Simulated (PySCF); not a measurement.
Isomers of C3H5B. Method used: PBE0-D3(BJ)/def2-SVP geometry optimisation, gas phase in PySCF 2.14.0. Energies are electronic, without zero-point or thermal terms, for one conformer each. No frequencies were run at this level. Point groups hold within 0.08 Å.

Question: Rank from lowest to highest electronic energy at this level (kcal/mol).
A. `[BH2:1][CH2:2][C:3]#[CH:4]` with H–B1–C2–C3 5° and -176°
B. `[BH2:1][C:2]1=[CH:3][CH2:4]1` with H–B1–C2–C3 -65° and 116°
C. `BC#CC`

Answer: C (0.0), A (16.3), B (21.8).

As drawn, the lowest has a C≡C bond, which the highest lacks; the highest has a three-membered ring and a C=C bond outside aromatic rings, which the lowest lacks.

| SMILES | E (Eh) | E rel (kcal/mol) | dipole (D) | point group | A, B, C (MHz) |
| --- | --- | --- | --- | --- | --- |
| BC#CC | -141.81592 | 0.0 | 2.30 | near Cs | 93708, 3519, 3465 |
| BCC#C | -141.78997 | 16.3 | 0.81 | near Cs | 32165, 4543, 4079 |
| BC1=CC1 | -141.78122 | 21.8 | 0.88 | – | 21986, 6535, 5375 |
